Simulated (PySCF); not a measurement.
**Correlation energy of Pt²⁺ (platinum, charge +2)**

[Xe] 4f14 5d7 6s1, high-spin 5F determinant (an excited configuration). All numbers are calculated (PySCF 2.14, the spin-free X2C one-electron Hamiltonian (Gaussian nucleus), in x2c-TZVPPall). Frozen: [Xe] 4f14; 8 electrons correlated.

| level | correlation energy (mhartree) |
| --- | --- |
| CCSD | -168.70 |
| (T) | -4.02 |
| CCSD(T) | -172.72 |

Diagnostics: T1 = 0.0044, D1 = 0.0126, largest double amplitude 0.022.

Spin-orbit coupling, absent here, splits the open shell strongly.

Cost of the coupled-cluster step: roughly 9 core-seconds, for 8 correlated electrons.
